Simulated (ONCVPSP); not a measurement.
## Ranking ONCV potentials for Hg

All share these settings but for the change named:

ONCVPSP 4.0.1 input, shortened (lines: element, Z, core and valence counts, functional; n l f; lmax; l rc ep ncon nbas qcut; lloc lpopt rc5 dvloc0; l nproj debl; icmod fcfact rcfact), PW91, fully relativistic:

```
  Hg 80.00   10    4  -109134      upf
    1    0    2.00
    2    0    2.00
    2    1    6.00
    3    0    2.00
    3    1    6.00
    3    2   10.00
    4    0    2.00
    4    1    6.00
    4    2   10.00
    4    3   14.00
    5    0    2.00
    5    1    6.00
    5    2   10.00
    6    0    2.00
    3
    0    1.75    0.00    4    8    5.60
    1    1.50    0.00    4    8   11.10
    2    2.10    0.00    3    8    7.80
    3    2.05    0.06    4    7    5.30
    4    5    1.35    0.00
    0    2    0.60
    1    2    2.20
    2    2    2.10
    3    2    2.40
    0    0.00    0.00
```

Open shells are filled in proportion to 2j + 1.

In the p channel the program set the typed energies aside and used -2.266, 0.250 Ha (j = l + 1/2; the other j can differ).

Test errors are all-electron minus pseudo excitation energies from the reference, over 5s2 5p6 5d10 6s1; 5s2 5p6 5d10 6s0; 5s2 5p6 5d9 6s0; 5s2 5p6 5d9 6s2. None of these files shows a bound ghost.

The base gives 8.7 meV.

Of 9 variants that were run, those that failed, showed a ghost or another fault, or gave nearly equal values are left out.

A variant can come out equal or close to the base, since the largest error may sit in a test that the change hardly touches while other tests move.

Question: Rank these variants by their largest absolute test error, smallest first.
A. all radii scaled by about 1.09 (s 1.90, p 1.64, d 2.28, f 2.22 bohr); local potential polynomial inside 1.46 bohr (lpopt 5, dvloc0 0 Ha)
B. all radii scaled by about 1.26 (s 2.20, p 1.88, d 2.64, f 2.58 bohr); local potential polynomial inside 1.70 bohr (lpopt 5, dvloc0 0 Ha)
C. all radii scaled by about 1.12 (s 1.98, p 1.68, d 2.36, f 2.30 bohr); local potential polynomial inside 1.52 bohr (lpopt 5, dvloc0 0 Ha)
D. all radii scaled by about 0.96 (s 1.68, p 1.44, d 2.02, f 1.96 bohr); local potential polynomial inside 1.30 bohr (lpopt 5, dvloc0 0 Ha)

Answer: D (8.0 meV), A (9.4 meV), C (11.1 meV), B (27.8 meV).
